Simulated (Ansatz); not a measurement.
# Strength of the O–In bond: C3H9InO2 → C2H6InO + CH3O

Species: C3H9InO2 `C[O][In]([CH3])[O]C`, singlet; C2H6InO `C[O][In][CH3]`, doublet; CH3O `C[O]`, doublet. 

Shapes, held fixed at every level: PBE0-D4/def2-TZVP. Flexible molecules stand in one conformer, not always the lowest. Programs: Ansatz 0.2.0. Electronic energies: no zero-point or thermal term.

(1) Estimate ΔE of this reaction.

## Answers

(1) MP2/def2-TZVPP gives ΔE = +360.1 kJ/mol; the levels span +184.2 to +360.1. The median of the levels is +301.4. Hartree–Fock misses the correlation of the pair that is broken and comes out low. No measured value is set beside it here. Open shells run unrestricted unless RO is named. For atoms past krypton def2 sets carry core potentials with scalar relativity. Correlated rows may include outer-core shells of In, which these sets cover unevenly.

| level | kind | ΔE (kJ/mol) |
| --- | --- | --- |
| HF/def2-TZVPP | Hartree–Fock | +184.2 |
| PBE-D4/def2-TZVPP | GGA | +291.8 |
| PBE0-D4/def2-TZVPP | global hybrid | +293.4 |
| wB97X-V/def2-TZVPP | range-separated hybrid | +318.6 |
| MP2/def2-SVP | perturbation theory | +341.2 |
| CCSD(T)/def2-SVP | coupled cluster or CI | +304.5 |
| CCSD/def2-SVP | coupled cluster or CI | +298.3 |
| MP2/def2-TZVPP | perturbation theory | +360.1 |
